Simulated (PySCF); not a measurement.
# Electric field gradients and quadrupole coupling constants

Species: C2H11NSi2.
Z-matrix (Å and degrees, GFN2-xTB geometry), rows numbered from 1:
```
N 
Si  1  1.7249
C   2  1.8992  1  105.28
C   3  1.5278  2  114.68  1  -167.43
Si  4  1.8985  3  115.10  2   -68.58
H   1  1.0071  2  119.36  3    47.38
H   1  1.0065  2  118.49  3  -174.58
H   2  1.4759  1  115.17  3  -120.07
H   2  1.4636  1  104.51  3   119.63
H   3  1.0915  2  109.35  1    69.49
H   3  1.0944  2  108.66  1   -45.71
H   4  1.0925  3  109.05  2    54.68
H   4  1.0951  3  108.95  2   169.80
H   5  1.4672  4  108.22  3  -178.04
H   5  1.4655  4  109.67  3   -59.27
H   5  1.4632  4  110.87  3    62.15
```

Field gradients from the PBE0/pcSseg-1 density (PySCF, non-relativistic), principal values in atomic units, ordered |Vxx| ≤ |Vyy| ≤ |Vzz|:

```json
{"atom": "N1", "Vxx": "0.3143", "Vyy": "0.6273", "Vzz": "-0.9416"}
```

Q: Find the asymmetry η = (Vxx − Vyy)/Vzz and the couplings χ = eQV/h (234.96 MHz × Q in barn × V in au), with Q(14N) = 0.02044 b.

A: 
| atom | environment | nucleus | η | χzz (MHz) | χxx (MHz) | χyy (MHz) |
| --- | --- | --- | --- | --- | --- | --- |
| N1 | silicon-bound nitrogen | 14N | 0.33 | -4.522 | 1.510 | 3.013 |

The tensor is traceless: Vxx + Vyy + Vzz = 0.

Q: What is Vzz at N1 in SI units (1 au = 9.71736 × 10²¹ V/m²)?

A: -0.9416 au = -9.150 × 10²¹ V/m².

Q: What couplings would deuterons (Q(2H) = 0.00286 b) have in place of the hydrogens, at this geometry?

A: 
```
atom  bonded to  bond length (Å)  Vzz (au)     η  χzz (kHz)
  H6         N1            1.007    0.4307  0.17        289
  H7         N1            1.006    0.4321  0.17        290
  H8        Si2            1.476    0.1520  0.02        102
  H9        Si2            1.464    0.1614  0.04        108
 H10         C3            1.091    0.3105  0.04        209
 H11         C3            1.094    0.3079  0.03        207
 H12         C4            1.093    0.3083  0.03        207
 H13         C4            1.095    0.3051  0.03        205
 H14        Si5            1.467    0.1608  0.00        108
 H15        Si5            1.465    0.1621  0.01        109
 H16        Si5            1.463    0.1628  0.02        109
```

The structure is a single GFN2-xTB conformer in the gas phase; no vibrational or solvent corrections. GFN2-xTB bond lengths can be off by several hundredths of an ångström, more for odd bonds, and the gradients follow them. A larger basis could move these couplings by a tenth or more.
